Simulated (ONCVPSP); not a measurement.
**sulfur, ONCV: configuration errors across variants**

* Element: sulfur (S)
* Generator: ONCVPSP 4.0.1
* Type: optimised norm-conserving Vanderbilt (ONCV)
* Functional: PBEsol
* Relativity: non-relativistic
* Frozen core: [Ne]
* Valence charge: 6
* Reference configuration: 3s2 3p4
* Partial waves: 3s: rc 1.40 bohr, ncon 3, nbas 6, qcut 5.8 1/bohr, 3 projectors, debl 3.8 Ha; 3p: rc 1.15 bohr, ncon 3, nbas 8, qcut 8.3 1/bohr, 1 projector; d scattering state at 0.11 Ha: rc 1.50 bohr, ncon 4, nbas 7, qcut 6.4 1/bohr, 2 projectors, debl 1.5 Ha
* Local potential: polynomial inside 1.05 bohr (lpopt 5, dvloc0 0 Ha)
* Core correction: Teter function fitted to the true core (icmod 2), fcfact 0.6

All-electron excitation energies from the reference (eV): (1) 3s2 3p3 11.747; (2) 3s2 3p2 34.000; (3) 3s2 3p1 68.008; (4) 3s2 3p3.5 4.650.

1 further variants failed, have other tests or another functional or relativity, and are left out.

A true bound ghost makes a file unfit for plane-wave use even where its test errors are small: the radial tests pick states by their node count and pass the ghost by.

Errors AE − PS in meV (a dash: test not solved or not reliable):

```tsv
change	(1)	(2)	(3)	(4)	bound ghosts	GHOST(+) flags above zero
base	+1.5	+18	+59	-0.3	none	s
d: nbas 8	+1.5	+18	+59	-0.3	none	s
local potential polynomial inside 0.85 bohr (lpopt 5, dvloc0 6 Ha)	+1.4	+17	+58	-0.4	none	s
core correction none	+0.9	+16	+60	-0.5	none	s
s: ncon 5, nbas 8	+1.4	+17	+58	-0.4	s	s
p: qcut 11.5	+3.6	+22	+62	+0.6	none	s
s: qcut 7.2; p: qcut 10.2; d: qcut 7.9	+2.9	+20	+59	+0.3	s	none
local potential polynomial inside 1.05 bohr (lpopt 5, dvloc0 1 Ha)	+1.4	+17	+58	-0.4	none	s
```

Task: Give the same row for: s: qcut 7.1.

Result: +1.4, +17, +57, -0.4; bound ghosts: s; GHOST(+) flags above zero: none.
